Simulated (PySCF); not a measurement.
Excitation energy of Fe by level of theory

Fe [Ar] 3d6 4s2 (5D) → Fe [Ar] 3d8 (3F), as a difference of total energies. Calculation: PySCF 2.14, in aug-cc-pVQZ-DK (9s8p6d4f3g2h, 140 functions); scalar relativity by spin-free X2C-1e. Correlated levels: valence: [Ar] frozen. The calculations carry no spin-orbit coupling.

Order these methods by the excitation energy they give, lowest first.
A. MP2 (valence)
B. LDA
C. BLYP
D. PBE

B (2.965 eV), C (3.014 eV), D (3.044 eV), A (3.305 eV).

For comparison: 4.074 eV (measured; NIST levels, between the centres of gravity of the two terms).
